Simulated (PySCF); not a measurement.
**Computed properties of C3H5ClSi, SMILES C#C[Si@@H](C)Cl**

C3H5ClSi, SMILES C#C[Si@@H](C)Cl. Geometry optimised at B3LYP-D3(BJ)/def2-SVP. The structure was generated by enumeration; whether it is a known compound was not checked. The values are those of a single conformer. All values are computed for the isolated molecule unless a solvent is named; none is compared with measurement here.

**Structure.** All 24 harmonic modes at B3LYP-D3(BJ)/def2-SVP (PySCF) are real, so it is a minimum. With heavy atoms numbered as in [CH:1]#[C:2][Si@@H:3]([CH3:4])[Cl:5], the shortest bond between them is C1–C2 at 1.217 Å and the longest Si3–Cl5 at 2.085 Å.

**Vibrations.** The strongest infrared lines (harmonic, unscaled, degenerate partners summed) lie at 863 cm⁻¹ (242 km/mol, H 75 %, Si 14 %, C 11 %), 901 cm⁻¹ (127 km/mol, H 80 %, C 13 %), 2253 cm⁻¹ (107 km/mol, H 97 %). The softest mode is at 115 cm⁻¹ and the zero-point energy is 41.7 kcal/mol.

**Electronic structure.** HF/def2-TZVP (PySCF) places the frontier levels at -11.08 and 3.02 eV, a gap of 14.10 eV, and gives a dipole moment of 2.13 D and a mean polarisability of 65.4 bohr³. PBE/def2-TZVP (PySCF) at the same geometry gives -7.12 and -1.52 eV, so its gap is 8.50 eV narrower. An orbital gap is neither the optical nor the fundamental gap.

**Excitations.** TDA-PBE0/def2-SVPD (PySCF) has S1 at 5.86 eV (212 nm, f = 0.000, dark); the most intense of the 10 singlets computed lies at 8.35 eV (f = 0.27). T1 (TDA) is at 4.75 eV, 1.11 eV under S1. TDA-PBE/def2-SVPD (PySCF) puts S1 at 5.64 eV. No vertical singlet excitation falls in the visible range (under 3.1 eV).

**NMR.** GIAO shifts at PBE0/pcSseg-1 (PySCF) (non-relativistic, atoms alike by connectivity averaged): ¹³C from 5.7 to 107.4 ppm against TMS; ¹H from 0.9 to 5.4 ppm against TMS; ²⁹Si at -13.4 ppm against TMS. Without spin–orbit terms, shifts of atoms bonded to Cl or Br come out too high.

**Solvation.** SMD-M06-2X/def2-SVP (PySCF) gives 0.7 kcal/mol in water, -3.2 kcal/mol in diethylether, -3.7 kcal/mol in acetone (1 M in both phases, gas-phase geometry); of these solvents acetone holds the molecule best.
